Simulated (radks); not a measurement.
Valence configurations of Ba (all share [Xe]). All-electron calculation, scalar-relativistic Kohn-Sham, PBE, spin-unpolarised, spherical densities, finite nucleus; Fermi nuclear charge, rms radius 4.8378 fm. Program: a radial shooting solver on a logarithmic mesh with Libxc functionals. Energies are relative to 6s2; eigenvalues in eV.

valence      E (eV)   e(4f)   e(5d)   e(6p)   e(6s)
6s2           0.000       -       -       -  -3.230
5d1 6s1       1.331       -  -1.352       -  -2.788
4f0.5 6s1.5   1.937  -0.266       -       -  -4.638
6s1 6p1       2.029       -       -  -1.738  -3.809
5d1.5 6s0.5   2.067       -  -1.127       -  -2.632
6p2           4.140       -       -  -2.144       -
4f1 6s1       4.180  -0.342       -       -  -4.939
4f1 5d1       5.089  -0.407  -3.878       -       -
4f1 6p1       6.428  -0.262       -  -2.718       -

NIST lists [Xe] 6s2 as the ground configuration; this level of theory agrees among the configurations tried. The energies are those of spherical spin-averaged densities, not of single terms.
